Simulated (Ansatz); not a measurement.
`[NH2][SnH2][F]` + `Cl[SiH2][S][GeH2][Cl]` → `[NH2][SnH]([F])[Cl]` + `Cl[SiH2][S][GeH3]`  (redistribution)

Computed with Ansatz on PBE0-D4/def2-TZVP structures; ΔE is electronic, products minus reactants. CBS: MP2 limit from def2 TZ/QZ plus the TZ coupled-cluster correction, frozen cores. Functionals use def2-TZVPP. B3LYP here is the variant with VWN-RPA as its local correlation; programs differ in this. def2 core potentials past Kr. For Ge, Sn outer-core shells are correlated without core-valence functions, which leaves a few kJ/mol of doubt a bond. Scalar relativity is left out up to krypton. Each species was taken in one conformer, which may not be the lowest.

`[NH2][SnH2][F]`:

Cartesian coordinates in Å:
```
N 0.814 0.077 0.999
Sn -0.495 -0.326 -0.462
F -0.720 1.247 -1.564
H 1.749 0.296 0.682
H 0.520 0.798 1.644
H -2.029 -0.601 0.209
H 0.160 -1.491 -1.508
```

`Cl[SiH2][S][GeH2][Cl]`:

Z-matrix (Å, degrees):
```
Si
S 1 2.125
Cl 1 2.054 2 111.9
H 1 1.476 2 111.8 3 -120.0
H 1 1.478 2 105.3 3 118.1
Ge 2 2.217 1 100.6 3 54.8
Cl 6 2.152 2 110.0 1 53.2
H 6 1.529 2 111.5 1 -64.9
H 6 1.530 2 106.0 1 169.8
```

`[NH2][SnH]([F])[Cl]`:

Cartesian coordinates in Å:
```
N 0.063 1.326 -0.139
Sn 0.006 -0.606 0.361
F 1.075 -1.631 -0.860
Cl -2.165 -1.294 0.000
H -0.534 1.537 -0.929
H 0.994 1.668 -0.343
H 0.560 -1.000 1.909
```

`Cl[SiH2][S][GeH3]`:

Z-matrix (Å, degrees):
```
Si
S 1 2.119
Cl 1 2.048 2 108.1
H 1 1.483 2 110.9 3 -118.8
H 1 1.481 2 111.6 3 118.4
Ge 2 2.233 1 95.3 3 166.7
H 6 1.534 2 109.6 1 -86.7
H 6 1.538 2 108.7 1 33.7
H 6 1.531 2 106.1 1 153.0
```

(1) Is it downhill or uphill in electronic energy at CCSD(T)/CBS, and by how much? (Best estimate.)

(2) What do these levels give: B3LYP-D4, ωB97M-V, B2PLYP, PBE, PBE0, HF/def2-TZVPP, MP2/def2-TZVPP, CCSD/def2-TZVPP, CCSD(T)/def2-TZVPP, HF/def2-QZVPP, HF/CBS(def2), CCSD/CBS(def2)? (Estimate.)

Largest T1 diagnostic among the species: 0.013.

Answers

(1) Ansatz gave: Downhill: ΔE = -4.1 kcal/mol.

(2) The calculation gave: B3LYP-D4 -2.3, ωB97M-V -2.5, B2PLYP -3.2, PBE -3.3, PBE0 -3.3, HF/def2-TZVPP -3.9, MP2/def2-TZVPP -2.3, CCSD/def2-TZVPP -2.7, CCSD(T)/def2-TZVPP -2.6, HF/def2-QZVPP -4.4, HF/CBS(def2) -4.4, CCSD/CBS(def2) -4.2 kcal/mol.

In def2-TZVPP, CCSD(T) changes the Hartree–Fock value by +1.3 kcal/mol (the triples alone add +0.1 kcal/mol) and MP2 by +1.5 kcal/mol. The D4 term adds +1.3 kcal/mol with B3LYP and +0.7 kcal/mol with PBE0; it sums over pairs of atoms, weighted by their polarisabilities, and B3LYP, whose exchange is more repulsive, gets the larger term.
